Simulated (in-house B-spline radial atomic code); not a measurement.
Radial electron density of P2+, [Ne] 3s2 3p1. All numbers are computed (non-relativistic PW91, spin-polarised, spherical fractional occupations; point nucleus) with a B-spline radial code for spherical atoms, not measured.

Columns: r (bohr), 4πr²n(r) (electrons per bohr), bar.

```
 0.00397   0.3857 #
 0.00476   0.5415 #
 0.00571   0.7573 ##
 0.00685    1.053 ###
 0.00822    1.455 ####
 0.00986    1.994 #####
  0.0118    2.694 #######
  0.0142     3.63 #########
   0.017    4.784 ############
  0.0204    6.223 ################
  0.0245    7.941 ####################
  0.0293    9.843 #########################
  0.0352    11.92 ###############################
  0.0422    13.93 ####################################
  0.0506    15.64 ########################################
  0.0607    16.77 ###########################################
  0.0728    17.06 ############################################
  0.0874    16.37 ##########################################
   0.105    14.83 ######################################
   0.126    12.93 #################################
   0.151    11.37 #############################
   0.181    10.81 ############################
   0.217    11.57 ##############################
    0.26    13.33 ##################################
   0.312    15.19 #######################################
   0.374    15.95 #########################################
   0.449    14.86 ######################################
   0.538    12.03 ###############################
   0.646    8.305 #####################
   0.775    4.992 #############
   0.929    2.925 ########
    1.11    2.146 ######
    1.34    2.076 #####
     1.6    2.042 #####
    1.92    1.683 ####
    2.31    1.076 ###
    2.77   0.5265 #
    3.32   0.1942 #
    3.98  0.05296 
    4.77 0.009954 
    5.73 0.001107 
    6.87 7.83e-05
```

On this grid the curve has 2 maxima, near 0.0728, 0.374 bohr.

The 3p up radial function P(r) = rR(r), positive near the nucleus:

| r (bohr) | P |
| --- | --- |
| 0.00571 | 0.001026 |
| 0.00822 | 0.002086 |
| 0.0118 | 0.004186 |
| 0.017 | 0.008358 |
| 0.0245 | 0.01642 |
| 0.0352 | 0.03134 |
| 0.0506 | 0.0579 |
| 0.0728 | 0.1022 |
| 0.105 | 0.1695 |
| 0.151 | 0.2549 |
| 0.217 | 0.335 |
| 0.312 | 0.3577 |
| 0.449 | 0.2527 |
| 0.646 | -0.01684 |
| 0.929 | -0.3918 |
| 1.34 | -0.7062 |
| 1.92 | -0.7464 |
| 2.77 | -0.4789 |
| 3.98 | -0.1766 |
| 5.73 | -0.0294 |
